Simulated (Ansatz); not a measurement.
Basis sets compared for Mg2I3. The state is a doublet with charge 0. Geometry PBE-D4/def2-SVP. Ansatz on 4 threads of Arm Neoverse V2 on a shared host; times are rough, and most runs start from earlier orbitals.

Cartesian coordinates in Å:
```
Mg -1.396 -1.058 -0.322
Mg 1.010 0.766 0.233
I 0.533 0.294 -2.371
I -1.339 1.692 1.155
I 1.191 -1.694 1.305
```

In the def2 sets I takes a core potential, while STO-3G treats all electrons; there is no spin–orbit coupling. Another isomer (doublet) lies 0.40 eV lower at PBE0-D4/def2-TZVP; other spin states weren't run for this one.

STO-3G and 6-31G are all-electron sets without relativity, so their totals don't compare with the def2 sets.

Binding counts from free atoms (Mg singlet, I doublet) in the same basis, without a counterpoise term.

```json
{"level": "HF/STO-3G", "functions": "99", "energy (Eh)": "-20946.5749", "HOMO (eV)": "-4.04", "LUMO (eV)": "5.52", "binding per atom (eV)": "–", "wall time": "1.9 s"}
{"level": "PBE-D4/def2-SVP", "functions": "114", "energy (Eh)": "-1293.0500", "HOMO (eV)": "-4.35", "LUMO (eV)": "-3.35", "binding per atom (eV)": "1.85", "wall time": "2.6 s"}
{"level": "PBE0-D4/def2-SVP", "functions": "114", "energy (Eh)": "-1293.1714", "HOMO (eV)": "-5.13", "LUMO (eV)": "-2.71", "binding per atom (eV)": "1.84", "wall time": "5 s"}
```

Task: Estimate the rows for HF/def2-TZVP, PBE-D4/def2-TZVP (with forces), PBE0-D4/def2-TZVP.

Result: 
```json
{"level": "HF/def2-TZVP", "functions": "214", "energy (Eh)": "-1289.4428", "HOMO (eV)": "-7.04", "LUMO (eV)": "-0.38", "binding per atom (eV)": "1.38", "wall time": "4.8 s"}
{"level": "PBE-D4/def2-TZVP (with forces)", "functions": "214", "energy (Eh)": "-1293.2221", "HOMO (eV)": "-4.37", "LUMO (eV)": "-3.35", "binding per atom (eV)": "1.85", "wall time": "5.5 s"}
{"level": "PBE0-D4/def2-TZVP", "functions": "214", "energy (Eh)": "-1293.3422", "HOMO (eV)": "-5.12", "LUMO (eV)": "-2.67", "binding per atom (eV)": "1.86", "wall time": "12 s"}
```
